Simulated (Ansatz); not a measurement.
Reaction (redistribution): `C[BH][GeH2][F]` + `O[Si](Cl)(Cl)Cl` → `C[BH][GeH2][Cl]` + `O[Si](F)(Cl)Cl`

Program: Ansatz. Geometries: PBE0-D4/def2-TZVP. ΔE: electronic, gas phase. CCSD(T)/CBS adds triple-zeta CCSD(T) − MP2 to the extrapolated MP2 energy (def2 sets, frozen cores). For Ge outer-core shells are correlated without core-valence functions, which leaves a few kJ/mol of doubt a bond. Scalar relativity is left out up to krypton. One conformer a species, not always the lowest.

```
          species  CCSD/CBS(def2) energy (Eh)
 `C[BH][GeH2][F]`                 -2242.34786
`O[Si](Cl)(Cl)Cl`                 -1744.36291
`C[BH][GeH2][Cl]`                 -2602.34195
 `O[Si](F)(Cl)Cl`                 -1384.39913
```

(1) Work out ΔE.

Largest T1 diagnostic among the species: 0.012.

Answers

(1) ΔE = (-2602.34195) + (-1384.39913) − (-2242.34786) − (-1744.36291) = -0.03031 Eh = -0.82 eV. CCSD(T)/CBS gives -0.81 eV.

From PBE to PBE0 (25 % exact exchange), in def2-TZVPP and without D4, ΔE moves by −0.05 eV. In def2-TZVPP, CCSD(T) changes the Hartree–Fock value by +0.06 eV (the triples alone add +0.02 eV) and MP2 by +0.08 eV.
